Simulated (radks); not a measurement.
The chromium ion Cr+, configuration [Ar] 3d5 (the NIST ground configuration).

Calculated with a radial shooting solver on a logarithmic mesh with Libxc functionals: non-relativistic Kohn-Sham, Slater X-alpha with alpha = 0.667, spin-polarised, spherical densities, point nucleus; open shells are filled with parallel spins first.

Energy parts (hartree):
part                   energy
total             -1040.03741
kinetic            1040.03741
electron-nucleus  -2471.41899
Hartree             435.70465
exchange            -44.36049

Orbitals (lengths in bohr, moments of r in powers of bohr; <r^-3> diverges for s and p1/2):
| orbital | occ. | eigenvalue (hartree) | <r^-3> |
|---|---|---|---|
| 1s up | 1 | -214.0217 | - |
| 1s down | 1 | -214.0225 | - |
| 2s up | 1 | -24.30003 | - |
| 2s down | 1 | -24.22866 | - |
| 2p up | 3 | -20.70375 | 349.6 |
| 2p down | 3 | -20.64950 | 350.9 |
| 3s up | 1 | -2.90985 | - |
| 3s down | 1 | -2.72677 | - |
| 3p up | 3 | -1.91643 | 41.58 |
| 3p down | 3 | -1.73447 | 41.26 |
| 3d up | 5 | -0.37953 | 2.971 |
| 3d down | 0 | -0.20614 | 2.768 |

The highest occupied level is 3d up at -10.328 eV. Virial ratio -V/T = 2.00000. Spin moment in Bohr magnetons: 5. The density falls to 0.001 e/bohr^3 at r = 3.59 bohr.
